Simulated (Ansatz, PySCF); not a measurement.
C6H4N2, SMILES c1nccc(C#N)c1. Atoms are numbered in the order given.

```xyz
12

N      0.0019     0.0000     3.2025
C      0.0013     0.0000     2.0381
C      0.0004     0.0000     0.6027
C      0.0000    -1.2087    -0.1149
C     -0.0009    -1.1453    -1.5103
N     -0.0013     0.0000    -2.2011
C     -0.0009     1.1453    -1.5103
C      0.0000     1.2087    -0.1149
H      0.0003    -2.1669     0.4060
H     -0.0012    -2.0687    -2.0990
H     -0.0012     2.0687    -2.0990
H      0.0003     2.1669     0.4060
```

Geometry optimised at TPSSh-D3(BJ)/def2-SVP.

Two levels are set side by side: PBE-D3(BJ)/def2-SVP (Ansatz, a quantum-chemistry and plane-wave program) and TPSSh-D3(BJ)/def2-SVP (PySCF). Each level has its own optimised geometry; the coordinates shown are those of the second. Frequencies come from the Hessian of PySCF at each geometry. Differences are taken from unrounded values.

| quantity | TPSSh-D3(BJ) | PBE-D3(BJ) | PBE-D3(BJ) minus TPSSh-D3(BJ) |
|---|---|---|---|
| mean bond length (Å) | 1.271 | 1.277 | 0.007 |
| bond N1–C2 (Å) | 1.164 | 1.174 | 0.009 |
| bond C2–C3 (Å) | 1.435 | 1.435 | 0.000 |
| bond C3–C4 (Å) | 1.406 | 1.412 | 0.006 |
| bond C3–C8 (Å) | 1.406 | 1.412 | 0.006 |
| bond C4–C5 (Å) | 1.397 | 1.402 | 0.005 |
| bond C5–N6 (Å) | 1.338 | 1.343 | 0.005 |
| bond N6–C7 (Å) | 1.338 | 1.343 | 0.005 |
| bond C7–C8 (Å) | 1.397 | 1.402 | 0.005 |
| bond C4–H9 (Å) | 1.091 | 1.099 | 0.008 |
| bond C5–H10 (Å) | 1.095 | 1.104 | 0.009 |
| bond C7–H11 (Å) | 1.095 | 1.104 | 0.009 |
| bond C8–H12 (Å) | 1.091 | 1.099 | 0.008 |
| highest harmonic wavenumber (cm⁻¹) | 3217 | 3147 | -70 |
| mean harmonic wavenumber (cm⁻¹) | 1276 | 1243 | -32 |
| zero-point energy (kcal/mol) | 54.70 | 53.32 | -1.39 |

Exact exchange shortens and stiffens bonds; PBE has none. Differences between two approximate levels are no errors against the true value.
